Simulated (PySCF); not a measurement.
CH3Si, SMILES C=[SiH], multiplicity 2.

Geometry optimised at PBE0-D3(BJ)/def2-TZVP. The isomer is the one that the SMILES or the coordinates give; other isomers of the formula were not compared.

All values below come from TDA-B3LYP/def2-TZVPD in PySCF 2.14.0.

Vertical excitations. Gas-phase values at a fixed geometry.

Task: Give excitation energies, oscillator strengths and character. (The exact figures need the calculation; the answer reports its results.)

Result: 
| state | energy (eV) | λ (nm) | f | main pairs |
|---|---|---|---|---|
| root 1 | 1.35 | 919 | 0.002 | β HOMO→LUMO 99 % |
| root 2 | 2.76 | 450 | 0.001 | α HOMO→LUMO 54 %, β HOMO→LUMO+1 44 % |
| root 3 | 3.82 | 325 | 0.012 | α HOMO−1→LUMO 98 % |
| root 4 | 4.60 | 270 | 0.016 | α HOMO→LUMO 7 %, β HOMO−1→LUMO 79 % |
| root 5 | 5.35 | 232 | 0.002 | α HOMO→LUMO+1 53 %, β HOMO→LUMO+2 36 % |
| root 6 | 5.39 | 230 | 0.132 | α HOMO→LUMO 23 %, α HOMO−1→LUMO+1 13 %, β HOMO→LUMO+1 29 %, β HOMO−1→LUMO 16 %, β HOMO−2→LUMO 7 % |
| root 7 | 5.70 | 218 | 0.087 | α HOMO→LUMO+1 45 %, β HOMO→LUMO+2 43 % |
| root 8 | 5.84 | 212 | 0.014 | α HOMO→LUMO+2 49 %, α HOMO→LUMO+3 9 %, β HOMO→LUMO+2 19 %, β HOMO→LUMO+3 14 %, β HOMO→LUMO+4 5 % |
| root 9 | 5.96 | 208 | 0.082 | α HOMO−1→LUMO+1 73 %, β HOMO−2→LUMO 6 % |
| root 10 | 6.13 | 202 | 0.003 | α HOMO→LUMO+2 25 %, β HOMO→LUMO+3 70 % |
Unrestricted roots are not spin-pure.
